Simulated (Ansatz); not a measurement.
Consider the homolysis of the Al–F bond: `C[S][Al]([CH3])[F]` → `[CH3][Al][S]C`• + F•.

Isolated molecules relaxed with PBE0-D4/def2-TZVP in Ansatz; ΔE leaves out vibrations. CCSD(T)/CBS adds triple-zeta CCSD(T) − MP2 to the extrapolated MP2 energy (def2 sets, frozen cores). This one scheme is used for every species, atoms too. Functionals use def2-TZVPP. B3LYP here is the variant with VWN-RPA as its local correlation; programs differ in this. Open shells (•) are unrestricted, without spin–orbit coupling. Spin–orbit coupling would lower the free atoms: a little for F. Each species was taken in one conformer, which may not be the lowest.

Question: What is ΔE at CCSD(T)/CBS? (An estimate is asked.)

Answer: The calculation gave: +160.9 kcal/mol.

Question: What do these levels give: revPBE-D4, PBE0-D4, r2SCANh-D4, PBE, revPBE, BLYP, PBE0, B3LYP, r2SCAN0, CCSD(T)/def2-SVP, HF/def2-TZVPP, MP2/def2-TZVPP? (Best estimate.)

Answer: Ansatz gave: revPBE-D4 150.4, PBE0-D4 152.2, r2SCANh-D4 153.4, PBE 155.7, revPBE 149.4, BLYP 154.8, PBE0 151.7, B3LYP 154.2, r2SCAN0 150.7, CCSD(T)/def2-SVP 149.4, HF/def2-TZVPP 119.3, MP2/def2-TZVPP 163.5 kcal/mol.

Largest T1 diagnostic among the species: 0.013.

In def2-TZVPP, CCSD(T) changes the Hartree–Fock value by +36.6 kcal/mol (the triples alone add +2.0 kcal/mol) and MP2 by +44.2 kcal/mol; breaking electron pairs costs correlation energy, which Hartree–Fock lacks. From PBE to PBE0 (25 % exact exchange), in def2-TZVPP and without D4, ΔE moves by −3.9 kcal/mol: exact exchange takes away binding that semilocal exchange gives to molecules. At CCSD(T), def2-SVP lies −11.5 kcal/mol from the extrapolated value and def2-TZVPP −5.0 kcal/mol: correlation converges slowly with the basis, and small sets miss more of it in the bonded molecule than in its fragments.
